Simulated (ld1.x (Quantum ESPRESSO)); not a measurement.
# Reading a pseudo-wave (Au (Z = 79))

Columns: radius, all-electron u(r) and pseudo u(r) of the 5p shell (level -59.78 eV) of gold in the configuration [Kr] 4d10 4f14 5s2 5p6 5d10 6s1 6p0; PBE, scalar-relativistic, RRKJ scheme, ld1.x (Quantum ESPRESSO) 7.5.

| r (bohr) | all-electron | pseudo |
| --- | --- | --- |
| 0.115 | -0.3737 | -0.0404 |
| 0.230 | 0.1561 | -0.1550 |
| 0.345 | 0.6111 | -0.3252 |
| 0.460 | 0.2748 | -0.5240 |
| 0.575 | -0.2989 | -0.7211 |
| 0.690 | -0.7639 | -0.8887 |
| 0.805 | -1.0330 | -1.0058 |
| 0.920 | -1.1319 | -1.0614 |
| 1.035 | -1.1135 | -1.0549 |
| 1.150 | -1.0272 | -0.9954 |
| 1.265 | -0.9088 | -0.8980 |
| 1.380 | -0.7817 | -0.7806 |
| 1.495 | -0.6590 | -0.6598 |
| 1.610 | -0.5476 | -0.5478 |
| 1.725 | -0.4502 | -0.4502 |
| 1.840 | -0.3672 | -0.3672 |
| 1.955 | -0.2976 | -0.2976 |
| 2.070 | -0.2401 | -0.2401 |
| 2.185 | -0.1929 | -0.1929 |
| 2.300 | -0.1545 | -0.1545 |
| 2.415 | -0.1234 | -0.1234 |
| 2.530 | -0.0984 | -0.0984 |
| 2.645 | -0.0784 | -0.0784 |
| 2.760 | -0.0623 | -0.0623 |
| 2.875 | -0.0494 | -0.0494 |
| 2.990 | -0.0392 | -0.0392 |

How many radial nodes do the two functions have?

The all-electron 5p function has n − l − 1 = 3 (the table is too coarse to show those close to the nucleus); the pseudo-wave has 0, since the states of the same l below it are removed with the core.

At about which radius was the pseudo-wave matched?

1.70 bohr, where the columns begin to agree (steps of 0.12 bohr).

Where does each function peak?

Outermost all-electron maximum near 0.92 bohr, pseudo maximum near 0.92 bohr (to the table’s step).

Is the pseudo-wave norm-conserving?

Yes: the RRKJ scheme keeps the norm inside the radius equal to the all-electron one, which fixes the energy derivative of the logarithmic derivative at the level.
